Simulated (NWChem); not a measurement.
System meant: CH$_{3}$BaFN$_{2}$

NWChem input:

```
start job
memory heap 200 mb stack 700 mb global 900 mb
geometry units angstroms noautoz
  Ba     0.079340     0.683212     0.000000
  F     -1.554318     2.230399     0.000000
  C     -0.245989    -2.329088     0.000000
  N     -0.144256    -1.694788    -1.157091
  N     -0.144256    -1.694788     1.157091
  H     -0.429654    -3.426121     0.000000
  H     -0.274849    -2.321629    -1.944144
  H     -0.274849    -2.321629     1.944144
end
basis spherical
  Ba library def2-svp
  F library def2-svp
  C library def2-svp
  N library def2-svp
  H library def2-svp
end
ecp
  Ba library def2-ecp
end
dft
  odft
  mult 2
  xc pbe0
  iterations 150
  mulliken
end
task dft energy
```

End of the output:

```
 Summary of "ao basis" -> "" (spherical)
 ------------------------------------------------------------------------------
       Tag                 Description            Shells   Functions and Types
 ---------------- ------------------------------  ------  ---------------------
 Ba                         def2-svp                 9       23   4s3p2d
 F                          def2-svp                 6       14   3s2p1d
 C                          def2-svp                 6       14   3s2p1d
 N                          def2-svp                 6       14   3s2p1d
 H                          def2-svp                 3        5   2s1p

                                 NWChem DFT Module
                                 -----------------

 Summary of "ao basis" -> "ao basis" (spherical)
 ------------------------------------------------------------------------------
       Tag                 Description            Shells   Functions and Types
 ---------------- ------------------------------  ------  ---------------------
 Ba                         def2-svp                 9       23   4s3p2d
 F                          def2-svp                 6       14   3s2p1d
 C                          def2-svp                 6       14   3s2p1d
 N                          def2-svp                 6       14   3s2p1d
 H                          def2-svp                 3        5   2s1p

      Symmetry analysis of basis
      --------------------------

        a'         59
        a"         35

  number of electrons :                   42
  multiplicity        :                    2
 ------------------------------------------------------------------------
  no. of electrons and multiplicity not compatible                  42
 ------------------------------------------------------------------------
 ------------------------------------------------------------------------
  current input line :
    30: task dft energy
 ------------------------------------------------------------------------
 ------------------------------------------------------------------------
 There is an error in the input file
 ------------------------------------------------------------------------
 For more information see the NWChem manual at https://nwchemgit.github.io

0: no. of electrons and multiplicity not compatible:Received an Error in Communication
```

Problem. What is wrong, and how is it mended?

Solution. The program refused the input. Cause: the multiplicity doesn't fit the number of electrons (an even count wants an odd multiplicity, and the reverse). This input runs:
```
start job
memory heap 200 mb stack 700 mb global 900 mb
geometry units angstroms noautoz
  Ba     0.079340     0.683212     0.000000
  F     -1.554318     2.230399     0.000000
  C     -0.245989    -2.329088     0.000000
  N     -0.144256    -1.694788    -1.157091
  N     -0.144256    -1.694788     1.157091
  H     -0.429654    -3.426121     0.000000
  H     -0.274849    -2.321629    -1.944144
  H     -0.274849    -2.321629     1.944144
end
basis spherical
  * library def2-svp
end
ecp
  Ba library def2-ecp
end
dft
  xc pbe0
  iterations 150
  mulliken
end
task dft energy
```
It converges to -274.38439 Ha (PBE0/def2-SVP with def2 effective core potentials on Ba).
